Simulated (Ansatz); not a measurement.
The same redistribution along the group Mg, Zn, Cd.

Calculated with Ansatz (gas phase, PBE0-D4/def2-TZVP geometries, no zero-point term in ΔE). CBS: MP2 limit from def2 TZ/QZ plus the TZ coupled-cluster correction, frozen cores. def2 core potentials past Kr. For Cd, Mg, Zn outer-core shells are correlated without core-valence functions, which leaves a few kJ/mol of doubt a bond. Scalar relativity is left out up to krypton. One conformer a species, not always the lowest.

(1) Order these by ΔE at CCSD(T)/CBS, lowest first. (Estimate.)
A. `C[O][Cd][F]` + `CC[SiH2]P` → `C[CH2][Cd][F]` + `CO[SiH2]P`
B. `C[O][Zn][F]` + `CC[SiH2]P` → `C[CH2][Zn][F]` + `CO[SiH2]P`
C. `C[O][Mg][F]` + `CC[SiH2]P` → `C[CH2][Mg][F]` + `CO[SiH2]P`

Largest T1 diagnostic: 0.018, for `C[O][Cd][F]`.

Results:

(1) A (-90.9 kJ/mol), B (-57.1 kJ/mol), C (+48.8 kJ/mol).
